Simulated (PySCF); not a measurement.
Compound: C₇H₄ClO (doublet state).
SMILES with atom numbers: `[O:1]=[C:2][c:3]1[cH:4][cH:5][cH:6][c:7]([Cl:8])[cH:9]1` (hydrogens: H10 on C4; H11 on C5; H12 on C6; H13 on C9)

Geometry (PBE0-D3(BJ)/def2-SVP, Å), atoms numbered from 1 in this order:
```xyz
13
C7H4ClO angstrom
O     -3.4410   -1.0836    0.0770
C     -2.3341   -0.7267    0.0519
C     -1.0440   -0.3079    0.0091
C     -0.7300    1.0747   -0.2512
C      0.5884    1.4706   -0.2889
C      1.6431    0.5668   -0.0801
C      1.3299   -0.7786    0.1744
Cl     2.6250   -1.9019    0.4331
C      0.0322   -1.2405    0.2255
H     -1.5355    1.7912   -0.4159
H      0.8187    2.5201   -0.4878
H      2.6839    0.8876   -0.1122
H     -0.1724   -2.2919    0.4253
```

The hyperfine couplings belong to this conformer and change with its torsions.

Level of theory: UKS B3LYP, IGLO-III on C Cl O, pcH-1 on H, non-relativistic, mean-field spin-orbit, GIAO in PySCF. Isolated species at its PBE0-D3(BJ)/def2-SVP geometry, gas phase. No stability test was run, so a lower SCF solution isn't excluded. ⟨S²⟩ is 0.778 where a pure state has 0.75.

(1) Where do the isotropic ENDOR lines of H12, H13, H10, H11 and Cl8 fall at 1208.0 mT, to first order?

(2) Which pairs are centred on the nuclear Larmor frequency, and which on half the coupling?

(3) At what field would the lower line of H13 fall to zero frequency?

Answers

(1) ν± = |νn ± a/2|, one line for each electron-spin manifold; νn = |g_N| × 7.62259 MHz/T × B.

```
nuclei  isotope     g_N  νn (MHz)  a_iso (MHz)  lower line (MHz)  upper line (MHz)
   H12       1H  5.5857     51.43       -25.25             38.81             64.06
   H13       1H  5.5857     51.43       -19.57             41.65             61.22
   H10       1H  5.5857     51.43       -18.77             42.05             60.82
   H11       1H  5.5857     51.43         6.98             47.94             54.93
   Cl8     35Cl  0.5479      5.05        -0.98              4.56              5.53
```

(2) Centred on νn, since |a| < 2νn: H12, H13, H10, H11 and Cl8. No pair has |a| > 2νn.

(3) Where νn = |a|/2, that is B = 9.79 MHz/(5.5857 × 7.62259 MHz/T) = 230 mT, as far as first order holds there.

Main isotope only: 35Cl (natural samples also hold 24 % 37Cl, magnetic too, which adds its own pattern).

The run took 4.3 min wall (with the writing of density and orbital grids) on one thread of an Arm Neoverse N1 (shared host).
